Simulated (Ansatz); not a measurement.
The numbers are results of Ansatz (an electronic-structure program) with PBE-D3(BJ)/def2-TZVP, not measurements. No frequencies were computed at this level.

Ansatz 0.2 input:
```yaml
crystal:
  periodic: [false, false, false]
  atoms:
    - { symbol: Br, position_ang: [-1.282691, -1.408733, -0.028784] }
    - { symbol: B, position_ang: [-0.068907, 0.01147, 0.132687] }
    - { symbol: Br, position_ang: [-0.638455, 1.789698, -0.038388] }
    - { symbol: I, position_ang: [1.990053, -0.392435, -0.065515] }
basis:
  gaussian: { orbitals: def2-tzvp }
hamiltonian:
  xc: pbe
  dispersion: d3bj
relax:
  max_steps: 150
```

Output:

```
Functional definition: PBE
1288 factors; their error is unknown
mean field evaluation 1: about -148848.0964 eV, gradient 3.1e1 eV
mean field evaluation 2: about -148839.3794 eV, gradient 6.4e1 eV
mean field evaluation 4: about -148850.2999 eV, gradient 1.8e0 eV
mean field evaluation 8: about -148850.2553 eV, gradient 1.6e-1 eV
mean field evaluation 16: about -148850.2553 eV, gradient 2.0e-5 eV
mean field -148850.25528203 eV, -5470.1459872879 hartree, gradient 2.0e-5 eV, S^2 0.000000; 0 other end points of the search recorded, 0 dependent functions left out
reference -148850.25531494 eV, -5470.1459884972 hartree; 50, 50 occupied and 127, 127 virtual orbitals, 1288 factors
relax step   1: F+E_penalty+E_count = -148850.41716807 eV  Δ(F+E_penalty+E_count) = +0.000e0 eV  max|allowed force component| = 7.412e-1 eV/Å  Δτ_max = 0.0000 Å  (27 SCF iters, accepted)
these checks for a lower state are left out or cut short: starts, cluster_reference, orbital_swaps, neighbouring_geometries, increment
1288 factors; their error is unknown
mean field -148850.34482952 eV, -5470.1492780974 hartree, gradient 1.8e-5 eV, S^2 0.000000; 0 other end points of the search recorded, 0 dependent functions left out
reference -148850.34486277 eV, -5470.1492793194 hartree; 50, 50 occupied and 127, 127 virtual orbitals, 1288 factors
relax step   2: F+E_penalty+E_count = -148850.50354027 eV  Δ(F+E_penalty+E_count) = -8.637e-2 eV  max|allowed force component| = 4.179e-1 eV/Å  Δτ_max = 0.1949 Å  (35 SCF iters, accepted)
these checks for a lower state are left out or cut short: starts, cluster_reference, orbital_swaps, neighbouring_geometries, increment
1288 factors; their error is unknown
mean field evaluation 32: about -148850.3680 eV, gradient 2.6e-5 eV
mean field -148850.36797589 eV, -5470.1501287107 hartree, gradient 2.6e-5 eV, S^2 0.000000; 0 other end points of the search recorded, 0 dependent functions left out
reference -148850.36800908 eV, -5470.1501299306 hartree; 50, 50 occupied and 127, 127 virtual orbitals, 1288 factors
relax step   3: F+E_penalty+E_count = -148850.52741069 eV  Δ(F+E_penalty+E_count) = -2.387e-2 eV  max|allowed force component| = 9.079e-2 eV/Å  Δτ_max = 0.0607 Å  (29 SCF iters, accepted)
these checks for a lower state are left out or cut short: starts, cluster_reference, orbital_swaps, neighbouring_geometries, increment
1288 factors; their error is unknown
mean field -148850.36819576 eV, -5470.1501367908 hartree, gradient 1.7e-5 eV, S^2 0.000000; 0 other end points of the search recorded, 0 dependent functions left out
reference -148850.36822894 eV, -5470.1501380100 hartree; 50, 50 occupied and 127, 127 virtual orbitals, 1288 factors
relax step   4: F+E_penalty+E_count = -148850.52782803 eV  Δ(F+E_penalty+E_count) = -4.173e-4 eV  max|allowed force component| = 5.693e-3 eV/Å  Δτ_max = 0.0039 Å  (31 SCF iters, accepted)
1288 factors; their error is unknown
mean field -148850.36819576 eV, -5470.1501367908 hartree, gradient 3.0e-5 eV, S^2 0.000000; 1 other end points of the search recorded, 0 dependent functions left out
reference -148850.36822894 eV, -5470.1501380100 hartree; 50, 50 occupied and 127, 127 virtual orbitals, 1288 factors
Total energy: -148850.52786121 eV, -5470.1560043879 hartree
Atom 0 at    -1.313328    -1.421997     0.017518 Å, force     0.001705    -0.001087    -0.000112 eV/Å
Atom 1 at    -0.051725     0.010315     0.000619 Å, force    -0.005692     0.000967     0.000337 eV/Å
Atom 2 at    -0.667767     1.816913     0.007843 Å, force     0.001868     0.000581    -0.000115 eV/Å
Atom 3 at     2.032819    -0.405231    -0.025981 Å, force     0.002120    -0.000461    -0.000109 eV/Å
Dipole moment:     0.031373    -0.006235    -0.000399 e Å
```

Cost: very roughly 22 core-seconds.
